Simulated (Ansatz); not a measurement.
`C[NH][Al]([CH3])[Cl]`, charge 0, multiplicity 1.

(1) Give a relaxed structure at PBE0-D4/def2-TZVP (Ansatz 0.2.0). (Estimate.)

Answers

(1) Computed: 
Cartesian coordinates in Å:
```
C 1.508 1.056 0.489
N 1.042 -0.300 0.687
Al -0.441 -1.055 0.110
C -1.786 -0.151 -0.952
Cl -0.687 -3.076 0.659
H 2.465 1.094 -0.045
H 0.785 1.617 -0.108
H 1.633 1.596 1.434
H 1.688 -0.848 1.236
H -1.934 -0.665 -1.906
H -1.522 0.887 -1.165
H -2.751 -0.155 -0.438
```
Point group Cs.
This is one stationary point; other conformers may exist.
